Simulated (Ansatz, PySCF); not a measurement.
This singlet lies 2.57 eV below the relaxed triplet at the level frozen-core CCSD(T)/cc-pVTZ // PBE0-D3(BJ)/def2-TZVP (Ansatz, a first-principles code).

Cartesian coordinates (Å):
SMILES: O[C]O
```xyz
5

O     -1.2028    -0.3575     0.1737
C      0.0573    -0.6463     0.3319
O      0.7668     0.3564    -0.1766
H     -1.3186     0.5080    -0.2710
H      1.6972     0.1394    -0.0579
```
Charge 0, multiplicity 1.

Task: Estimate the LUMO, HOMO and total energy that PySCF with PBE0-D3(BJ)/def2-TZVP returns for this input.

Result: 
```
Quantity           Result
------------  -----------
LUMO             -0.23 eV
HOMO             -7.05 eV
total energy  -5158.49 eV
```
